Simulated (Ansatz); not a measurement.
Program: Ansatz. Geometries: PBE0-D4/def2-TZVP. ΔE: electronic, gas phase. CCSD(T)/CBS is the MP2 limit (def2-TZVPP, def2-QZVPP) plus CCSD(T) − MP2 in def2-TZVPP, frozen cores. This one scheme is used for every species. DFT in def2-TZVPP. B3LYP here is the variant with VWN-RPA as its local correlation; programs differ in this. Each species was taken in one conformer, which may not be the lowest.

Consider the formal exchange of groups at a C–C bond: `FCC(F)OC(F)F` + CH₄ → `CC(F)OC(F)F` + `CF`.

```csv
level,ΔE (kJ/mol),difference from CCSD(T)/CBS
PBE-D4,3.8,1.6
PBE0-D4,3.8,1.6
ωB97X-V,3.6,1.4
B2PLYP,3.1,0.9
r2SCAN,5.2,3.0
PBE0,3.7,1.5
B3LYP,3.0,0.8
HF/def2-TZVPP,3.5,1.3
MP2/def2-TZVPP,2.7,0.5
CCSD/def2-TZVPP,3.5,1.3
HF/def2-QZVPP,2.9,0.7
MP2/def2-QZVPP,1.6,-0.6
SCS-MP2/def2-QZVPP,1.1,-1.1
HF/CBS(def2),2.8,0.6
MP2/CBS(def2),1.2,-1.0
CCSD/CBS(def2),2.1,-0.1
CCSD(T)/CBS,2.2,0
```

Largest T1 diagnostic among the species: 0.012.
